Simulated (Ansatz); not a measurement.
Consider the ligand exchange at the Si–O bond: `[SiH3][O][Ge][O][SiH3]` + `[OH][AlH][CH2]F` → `F[CH2][AlH][O][SiH3]` + `[OH][Ge][O][SiH3]`.

Calculated with Ansatz (gas phase, PBE0-D4/def2-TZVP geometries, no zero-point term in ΔE). CCSD(T)/CBS adds triple-zeta CCSD(T) − MP2 to the extrapolated MP2 energy (def2 sets, frozen cores). Functionals use def2-TZVPP. B3LYP here is the variant with VWN-RPA as its local correlation; programs differ in this. For Ge outer-core shells are correlated without core-valence functions, which leaves a few kJ/mol of doubt a bond. Scalar relativity is left out up to krypton. Each species was taken in one conformer, which may not be the lowest.

`[SiH3][O][Ge][O][SiH3]`:

Cartesian coordinates in Å:
```
Si 0.637 1.512 -1.675
O -0.171 0.391 -0.791
Ge -1.677 -0.581 -0.856
O -1.442 -1.420 0.690
Si -0.263 -1.369 1.845
H -0.111 1.837 -2.923
H 0.797 2.752 -0.874
H 1.975 0.984 -2.041
H -0.144 -0.007 2.425
H -0.650 -2.321 2.917
H 1.051 -1.778 1.284
```

`[OH][AlH][CH2]F`:

Cartesian coordinates in Å:
```
O 1.625 -1.063 0.340
Al 0.425 0.096 0.644
C -0.948 0.235 -0.770
F -1.894 1.211 -0.431
H 2.356 -1.249 0.927
H 0.438 0.974 1.960
H -1.483 -0.710 -0.926
H -0.520 0.506 -1.743
```

`F[CH2][AlH][O][SiH3]`:

```xyz
11

F    -0.314    1.978    0.690
C    -0.366    1.929   -0.707
Al   -0.074    0.081   -1.351
O     0.186   -1.123   -0.207
Si    0.358   -1.733    1.294
H    -1.339    2.331   -1.020
H     0.385    2.629   -1.095
H    -0.078   -0.295   -2.885
H     1.519   -1.106    1.979
H    -0.869   -1.492    2.098
H     0.590   -3.199    1.205
```

`[OH][Ge][O][SiH3]`:

```xyz
8

O    -0.832   -0.923    2.598
Ge   -1.005    0.516    1.575
O    -0.041   -0.109    0.190
Si    0.434    0.413   -1.290
H    -0.306   -1.613    2.178
H    -0.087   -0.507   -2.334
H    -0.081    1.786   -1.558
H     1.918    0.437   -1.358
```

```
             level  ΔE (kJ/mol)  difference from CCSD(T)/CBS
            PBE-D4         -8.4                          0.0
         r2SCAN-D4        -11.0                         -2.6
           PBE0-D4         -9.5                         -1.1
          B3LYP-D4         -8.0                          0.4
           ωB97X-V        -10.3                         -1.9
           ωB97M-V         -9.7                         -1.3
            B2PLYP        -10.6                         -2.2
            r2SCAN        -11.6                         -3.2
             B3LYP        -12.0                         -3.6
     HF/def2-TZVPP        -13.5                         -5.1
CCSD(T)/def2-TZVPP         -8.9                         -0.5
    MP2/def2-QZVPP         -8.3                          0.1
SCS-MP2/def2-QZVPP         -9.4                         -1.0
      HF/CBS(def2)        -13.8                         -5.4
     MP2/CBS(def2)         -8.1                          0.3
    CCSD/CBS(def2)         -9.4                         -1.0
       CCSD(T)/CBS         -8.4                            0
```

Largest T1 diagnostic among the species: 0.015.

The D4 term adds +4.0 kJ/mol with B3LYP and +2.2 kJ/mol with PBE0; it sums over pairs of atoms, weighted by their polarisabilities, and B3LYP, whose exchange is more repulsive, gets the larger term. In def2-TZVPP, CCSD(T) changes the Hartree–Fock value by +4.6 kJ/mol (the triples alone add +1.0 kJ/mol) and MP2 by +5.0 kJ/mol.
